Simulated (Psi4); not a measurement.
C2H7FO2Si, singlet, at a GFN2-xTB geometry.

Input for Psi4:
```
memory 2 GB

molecule mol {
0 1
Si    0.705454    0.509234    0.630727
O     1.722059    1.459023   -0.168407
F     1.421044   -0.889215    1.002729
O    -0.529044    0.174468   -0.345799
C    -1.603715   -0.712736   -0.161174
C    -2.316189   -0.924568   -1.487558
H     0.410262    1.161114    1.881977
H     1.888398    1.345357   -1.101450
H    -2.291936   -0.285736    0.577501
H    -1.230720   -1.665808    0.229302
H    -3.159523   -1.595532   -1.350834
H    -2.674981    0.026599   -1.871990
H    -1.631957   -1.356438   -2.213202
}

set {
  basis def2-sv(p)
  reference rks
}

energy('b3lyp')
print_variables()
```

Q: Give the nuclear repulsion energy at the level B3LYP/def2-SV(P) (Psi4).

A: 331.3774 Eh

Q: Give the dipole moment at the level B3LYP/def2-SV(P).

A: 2.09 D

Q: What number of basis functions does B3LYP/def2-SV(P) give?

A: 102
